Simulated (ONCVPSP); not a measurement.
How hard is this Tc (Z = 43) ONCV potential?

ONCVPSP 4.0.1 input, shortened (lines: element, Z, core and valence counts, functional; n l f; lmax; l rc ep ncon nbas qcut; lloc lpopt rc5 dvloc0; l nproj debl; icmod fcfact rcfact), PBE, scalar-relativistic:

```
  Tc 43.00    6    5        4      upf
    1    0    2.00
    2    0    2.00
    2    1    6.00
    3    0    2.00
    3    1    6.00
    3    2   10.00
    4    0    2.00
    4    1    6.00
    4    2    5.00
    5    0    1.75
    5    1    0.25
    2
    0    2.05    0.00    4    7    7.00
    1    2.20    0.00    4    9    7.60
    2    1.35    0.00    4    8    6.30
    4    5    0.95    3.00
    0    2    3.90
    1    2    2.50
    2    2    2.80
    0    0.00    0.00
```

For each optimised wave give the share of its norm inside rc, the residual kinetic energy above qcut (Ha) and the cutoffs (Ha) for errors of 10, 1, 0.1 and 0.01 mHa per electron.

| wave | norm inside rc | residual KE | 10 mHa | 1 mHa | 0.1 mHa | 0.01 mHa |
| --- | --- | --- | --- | --- | --- | --- |
| 4s | 0.987 | 7.8e-08 | 5.2 | 12.7 | 16.5 | 19.2 |
| 5s | 0.126 | 2.8e-07 | 4.3 | 12.8 | 17.4 | 20.6 |
| 4p | 0.978 | 1.2e-09 | 11.2 | 14.8 | 18.0 | 20.8 |
| 5p | 0.049 | 5.2e-10 | 7.0 | 10.7 | 14.0 | 16.8 |
| 4d | 0.374 | 2.7e-03 | 16.6 | 23.6 | 108.2 | 130.7 |
| d projector 2 | 0.086 | 4.9e-03 | 18.0 | 23.7 | 43.3 | 87.3 |

The occupied waves need 24 Ha and 108 Ha for 1 and 0.1 mHa. Note: no bound ghost flagged; GHOST(+) flagged for s at 86.5 eV.
